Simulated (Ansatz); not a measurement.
`O[SiH](F)[SeH]` + `C[SiH](O)O` → `C[Si@H](O)O[Si@@H](O)F` + H₂Se  (ligand exchange at the Si–Se bond)

Program: Ansatz. Geometries: PBE0-D4/def2-TZVP. ΔE: electronic, gas phase. CBS: MP2 limit from def2 TZ/QZ plus the TZ coupled-cluster correction, frozen cores. Functionals use def2-TZVPP. For Se outer-core shells are correlated without core-valence functions, which leaves a few kJ/mol of doubt a bond. Scalar relativity is left out up to krypton. One conformer a species, not always the lowest.

`O[SiH](F)[SeH]`:

```xyz
7

O    -0.095    1.171   -0.902
Si    0.345    0.272    0.379
F    -0.068    0.965    1.753
Se   -0.726   -1.724    0.460
H    -1.027    1.206   -1.128
H     1.813    0.182    0.321
H    -0.242   -2.072   -0.883
```

`C[SiH](O)O`:

```xyz
10

C     1.303    0.248   -0.283
Si   -0.374   -0.426    0.122
O    -0.814    0.321    1.522
O    -1.468   -0.178   -1.084
H     1.274    1.336   -0.386
H     2.014    0.009    0.512
H     1.677   -0.176   -1.218
H    -0.383   -1.900    0.286
H    -1.640    0.047    1.923
H    -1.589    0.720   -1.395
```

`C[Si@H](O)O[Si@@H](O)F`:

```xyz
14

C     1.002    1.302    1.421
Si    1.049    0.070    0.049
O     0.645    0.853   -1.357
O    -0.059   -1.109    0.315
Si   -1.531   -1.461   -0.280
O    -2.188   -0.170   -1.014
F    -1.345   -2.653   -1.318
H     1.169    0.813    2.383
H     0.027    1.795    1.454
H     1.768    2.068    1.284
H     2.374   -0.577   -0.118
H     1.087    0.569   -2.158
H    -2.435   -1.931    0.775
H    -1.565    0.432   -1.437
```

H₂Se:

Z-matrix (Å, degrees):
```
Se
H 1 1.467
H 1 1.467 2 91.2
```

CCSD(T)/CBS gives -0.80 eV.

Q: Another level gave -0.71 eV. Which?
A. r2SCAN-D4/def2-TZVPP
B. PBE0-D4/def2-TZVPP
C. PBE/def2-TZVPP
D. SCS-MP2/def2-TZVPP

A: B. PBE0-D4 -0.71, SCS-MP2/def2-TZVPP -0.84, r2SCAN-D4 -0.79, PBE -0.60 eV.

Largest T1 diagnostic among the species: 0.012.

In def2-TZVPP, CCSD(T) changes the Hartree–Fock value by +0.10 eV (the triples alone add +0.02 eV) and MP2 by +0.15 eV. From PBE to PBE0 (25 % exact exchange), in def2-TZVPP and without D4, ΔE moves by −0.07 eV. The D4 term adds −0.06 eV with B3LYP and −0.04 eV with PBE0; it sums over pairs of atoms, weighted by their polarisabilities, and B3LYP, whose exchange is more repulsive, gets the larger term.

B3LYP here is the variant with VWN-RPA as its local correlation; programs differ in this.
